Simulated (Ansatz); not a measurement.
Reactions of CH5FOSiTe, SMILES `C[Te][SiH](O)F`.

Calculated with Ansatz (gas phase, PBE0-D4/def2-TZVP geometries, no zero-point term in ΔE). CCSD(T)/CBS is the MP2 limit (def2-TZVPP, def2-QZVPP) plus CCSD(T) − MP2 in def2-TZVPP, frozen cores. This one scheme is used for every species. Functionals use def2-TZVPP. def2 core potentials past Kr. For Ge, Te outer-core shells are correlated without core-valence functions, which leaves a few kJ/mol of doubt a bond. Scalar relativity is left out up to krypton. One conformer a species, not always the lowest.

```json
{"reaction": "`C[Te][SiH](O)F` + GeH₄ → `C[Te][GeH3]` + `O[SiH2]F`", "CCSD/CBS(def2) (kJ/mol)": "-11", "ωB97M-V (kJ/mol)": "-7", "PBE0-D4 (kJ/mol)": "-5", "MP2/CBS(def2) (kJ/mol)": "-10", "CCSD(T)/CBS(def2) (kJ/mol)": "-9"}
{"reaction": "`C[Te][SiH](O)F` + `OBO` → `C[Te]B(O)O` + `O[SiH2]F`", "CCSD/CBS(def2) (kJ/mol)": "18", "ωB97M-V (kJ/mol)": "20", "PBE0-D4 (kJ/mol)": "23", "MP2/CBS(def2) (kJ/mol)": "18", "CCSD(T)/CBS(def2) (kJ/mol)": "18"}
{"reaction": "`C[Te][SiH](O)F` + `O[SiH2][SiH2]O` → `CO[SiH2][SiH2]O` + `O[SiH](F)[TeH]`", "CCSD/CBS(def2) (kJ/mol)": "59", "ωB97M-V (kJ/mol)": "54", "PBE0-D4 (kJ/mol)": "55", "MP2/CBS(def2) (kJ/mol)": "72", "CCSD(T)/CBS(def2) (kJ/mol)": "62"}
{"reaction": "`C[Te][SiH](O)F` + `CBBN` → `CB(C)BN` + `O[SiH](F)[TeH]`", "CCSD/CBS(def2) (kJ/mol)": "-44", "ωB97M-V (kJ/mol)": "-50", "PBE0-D4 (kJ/mol)": "-49", "MP2/CBS(def2) (kJ/mol)": "-40", "CCSD(T)/CBS(def2) (kJ/mol)": "-43"}
```

Largest T1 diagnostic: 0.013, for `OBO`.
